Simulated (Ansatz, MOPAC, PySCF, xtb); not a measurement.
Torsion H4–O1–B2–F3 in BFH2O (SMILES OBF); at each angle all else is relaxed with GFN2-xTB, and the levels are single points there.
Geometry at 0° (charge 0, multiplicity 1):
| atom | x (Å) | y (Å) | z (Å) |
|---|---|---|---|
| O | 0.9397 | -0.0055 | -0.3759 |
| B | -0.3246 | 0.3477 | -0.2373 |
| F | -0.9125 | 0.2471 | 0.9570 |
| H | 1.3852 | -0.3259 | 0.4116 |
| H | -0.9447 | 0.7484 | -1.1410 |

On the grid 0° to 330°, 90° is the highest and 0° the lowest point at CCSD(T)/CBS(cc-pVTZ, cc-pVQZ).

Cores are frozen in the correlated methods. Rows in 3-21G, 6-31G* carry no dispersion term and start afresh at each structure (6-31G* with six Cartesian d functions). The state reached by PM3 isn't checked.

Run with Ansatz (a program for electronic structure) with Gaussian orbitals; MOPAC for PM3 (differences of heats of formation); PySCF for 3-21G rows, 6-31G* rows; xtb for the GFN methods. Each number belongs to the level named beside it.

```tsv
level	energy at 90° less that at 0° (meV)
GFN-FF	328.4
PM3	674.2
GFN1-xTB	469.5
GFN2-xTB	568.8
B3LYP/3-21G	___
PBE0/def2-TZVPP	___
M06-2X/6-31G*	567.0
MP2/cc-pVTZ	543.4
SCS-MP2/cc-pVQZ	536.3
```

Problem. Complete the blanks.

Solution. 
- B3LYP/3-21G, energy at 90° less that at 0° (meV): 445.5
- PBE0/def2-TZVPP, energy at 90° less that at 0° (meV): 512.1
